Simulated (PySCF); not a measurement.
## Polarisability as a sum over states

FH10NSi4.
SMILES: `F[Si]([SiH3])([SiH3])N[SiH3]`

Computed, not measured: PySCF, TDDFT wB97X-D/def2-SVPD, vertical, gas phase, core orbitals frozen in the response. The structure is a single GFN2-xTB conformer in the gas phase; no vibrational or solvent corrections. GFN2-xTB frequencies show an imaginary mode (48i cm⁻¹), so this geometry is no minimum at that level. Torsions of this conformer, `[F:1][Si:2]([SiH3:3])([SiH3:4])[NH:5][SiH3:6]`: F1–Si2–N5–Si6 180°.

Computed singlets:

```
state  E (eV)       f
   S1    4.89  0.0069
   S2    5.44   0.066
   S3    6.51   0.013
   S4    6.88   0.022
   S5    6.94  0.0090
   S6    7.14   0.152
   S7    7.41   0.040
   S8    7.42   0.058
```

**Question.** Build the mean polarisability up from these states and compare it with the full response value.

**Answer.** Each state adds f / ΔE² (ΔE in hartree, 27.2114 eV).

```json
{"state": "S1", "f/ΔE² (au)": "0.21", "running sum (au)": "0.21", "running share of α (%)": "0.2"}
{"state": "S2", "f/ΔE² (au)": "1.64", "running sum (au)": "1.86", "running share of α (%)": "1.6"}
{"state": "S3", "f/ΔE² (au)": "0.23", "running sum (au)": "2.08", "running share of α (%)": "1.8"}
{"state": "S4", "f/ΔE² (au)": "0.35", "running sum (au)": "2.43", "running share of α (%)": "2.1"}
{"state": "S5", "f/ΔE² (au)": "0.14", "running sum (au)": "2.57", "running share of α (%)": "2.2"}
{"state": "S6", "f/ΔE² (au)": "2.22", "running sum (au)": "4.78", "running share of α (%)": "4.0"}
{"state": "S7", "f/ΔE² (au)": "0.54", "running sum (au)": "5.32", "running share of α (%)": "4.5"}
{"state": "S8", "f/ΔE² (au)": "0.79", "running sum (au)": "6.11", "running share of α (%)": "5.2"}
```

The full response gives 118.20 au (17.52 Å³), so 112.1 au comes from the higher roots of the same equations.

**Question.** By how much does the contribution of these states grow at 532 nm?

**Answer.** With ω = 0.0856 hartree each state's term in the mean polarisability goes from f / ΔE² to f / (ΔE² − ω²); the sum over all 8 states goes from 6.11 to 7.04 au, a rise of 0.94 au.

The largest single term belongs to S6, which also has the largest f.
